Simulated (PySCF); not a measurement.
# Property card for `[SiH3]Cc1csnc1`

Species: C₄H₇NSSi.
Numbering: `[SiH3:1][CH2:2][c:3]1[cH:4][n:5][s:6][cH:7]1` (hydrogens: H8, H9, H10 on Si1; H11, H12 on C2; H13 on C4; H14 on C7)

Structural features include: pyridine-type ring nitrogen, aromatic ring with sulfur, Si–H bond and C–Si bond.

From PBE0-D3(BJ)/def2-SVP geometry optimisation, gas phase (PySCF):

| Item | Value |
| --- | --- |
| Point group | C1 |
| Rotational constants A, B, C | 4.814, 0.957, 0.897 GHz |

**CAM-B3LYP/def2-SVPD ground state and vertical TDDFT (core frozen in the response) (PySCF)**

| Quantity | Value |
| --- | --- |
| Dipole moment | 2.78 D |
| HOMO energy | -8.34 eV |
| LUMO energy | 0.04 eV |
| HOMO–LUMO gap | 8.38 eV |
| Lowest singlet excitation | 5.38 eV (230 nm, f = 0.145) |
| Strongest line among the 6 lowest singlet transitions | S1 at 5.38 eV (230 nm, f = 0.145) |
| Static isotropic polarisability | 97.5 au |
| Electronic spatial extent ⟨r²⟩ about the centre of nuclear charge | 1305 bohr² |

Monoisotopic mass from the formula: 129.0068 u.

The rotational constants make it an asymmetric top with κ = (2B − A − C)/(A − C) = -0.97, nearer the prolate limit (−1). S1 lies 3.00 eV below the HOMO–LUMO gap; its leading configuration is HOMO→LUMO, weight 0.93. The dipole equals about 9.3 × 10⁻³⁰ C·m (1 D = 3.33564 × 10⁻³⁰ C·m). No computed singlet falls in the visible range (750 to 380 nm, 1.65 to 3.26 eV); S1 lies 2.12 eV above its blue end. The polarisability is 14.44 Å³ as a volume (1 au = 0.148185 Å³), or 1.43 au for each of the 68 electrons. With B = h/(8π²I), that is 505.379 GHz u Å² over I, the principal moments of inertia are 105.0, 528.0 and 563.7 u Å² (most abundant isotopes); the inertial defect Ic − Ia − Ib is -69.3 u Å² (zero for a rigid planar frame, negative otherwise). The largest Löwdin shares of the HOMO are 0.28 on S6, 0.21 on C3, 0.12 on C7 and 0.11 on C4.

Shape of the structure used: `[SiH3:1][CH2:2][c:3]1[cH:4][n:5][s:6][cH:7]1`: Si1–C2–C3–C4 -85°.

One conformer stands for the species.
